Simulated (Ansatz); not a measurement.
**Relative energies of CH5BGeO isomers**

2 of its isomers, all singlets with charge 0: A = `C[B]1[O][GeH2]1`; B = `O=C[BH][GeH3]`.

Shapes, held fixed at every level: PBE0-D4/def2-TZVP. Flexible molecules stand in one conformer, not always the lowest. Programs: Ansatz 0.2.0.

Electronic energies in kJ/mol, without zero-point or thermal terms.

Task: From chemical knowledge, estimate the order of stability.

Result: A < B in rising energy, over a span of 235 kJ/mol, by CCSD(T)/def2-TZVPP. All levels agree on that. The B − A difference spans +227.8 to +242.5 kJ/mol over the levels. Relativity is left out for Ge unless named. Correlated rows may include outer-core shells of Ge, which these sets cover unevenly.

```csv
level,kind,B − A
r2SCAN-D4/def2-TZVPP,meta-GGA,+242.5
BHLYP-D4/def2-TZVPP,global hybrid,+233.2
PBE0-D4/def2-TZVPP,global hybrid,+239.9
wB97M-V/def2-TZVPP,range-separated hybrid,+241.5
wB97X-V/def2-TZVPP,range-separated hybrid,+229.1
CCSD(T)/def2-SVP,coupled cluster or CI,+229.6
CCSD/def2-SVP,coupled cluster or CI,+227.8
CCSD(T)/def2-TZVPP,coupled cluster or CI,+234.8
```
